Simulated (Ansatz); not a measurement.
Harmonic frequencies (cm⁻¹) at PBE0-D4/def2-TZVP from Ansatz: 54, 106, 137, 247, 362, 385, 426, 502, 543, 567, 631, 639, 807, 888, 935, 943, 986, 1049, 1096, 1282, 1344, 1565, 2221, 2226, 2228, 3604, 3857.

Each molecule was computed in one conformer, which needn't be the lowest.

Task: Which molecule is it?
A. `N[SiH](Cl)CCl`
B. `N/C(Cl)=C\O`
C. `ClC1=C(Cl)C1`
D. `OC1(F)NB1[SiH3]`

Result: D.
